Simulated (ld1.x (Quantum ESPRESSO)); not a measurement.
## neodymium: PAW pseudisation with LDA (PZ), fully relativistic reference atom.

| Quantity | Value |
| --- | --- |
| Element | Nd |
| Generator | ld1.x (Quantum ESPRESSO) 7.5 |
| Type | PAW |
| Functional | LDA (PZ) |
| Relativity | fully relativistic |
| Frozen core | [Kr] |
| Valence charge | 24 |
| Reference configuration | 4d10 4f3 5s2 5p6 5d1 6s2 6p0 |
| Partial waves | 5s (bound): rcut 1.85, rcutus 1.90 bohr; 6s (bound): rcut 1.85, rcutus 1.90 bohr; 5p (bound): rcut 2.30, rcutus 2.65 bohr; 6p (bound, empty): rcut 2.30, rcutus 2.65 bohr; 4d (bound): rcut 0.95, rcutus 1.00 bohr; 5d (bound): rcut 0.95, rcutus 1.00 bohr; 4f (bound): rcut 1.20, rcutus 1.40 bohr; 4f channel at 0.2 Ry: rcut 1.20, rcutus 1.40 bohr |
| Local potential | all-electron potential smoothed inside 2.00 bohr (lloc = -1) |
| Core correction | Bessel-smoothed model core, default radius (core density twice the valence density) |
| Augmentation charge | BESSEL, radius 1.05 bohr |

Open shells are filled in proportion to 2j + 1 (rel_dist='average').

Poles of the logarithmic derivatives, all-electron (AE) and pseudo (PS). s: poles at -3.1, 3.0 (AE) and -3.1, 2.9 (PS) Ry. p1/2: poles at -1.8, 4.1 (AE) and -6.5, -1.8, 3.8 (PS) Ry. p3/2: poles at -1.5, 4.5 (AE) and -1.5, 4.3 (PS) Ry. d3/2: poles at 0.6 (AE) and 0.6 (PS) Ry. d5/2: poles at 0.7 (AE) and 0.7 (PS) Ry. f5/2: poles at -0.5, 3.5 (AE) and -0.5, 3.5 (PS) Ry. f7/2: poles at -0.5, 3.5 (AE) and -0.5, 3.5 (PS) Ry. Test radius 2.89 bohr.

* Configuration tests: test run stopped at test 1 of 7 (negative rho)

The ghost test of this file was not conclusive.
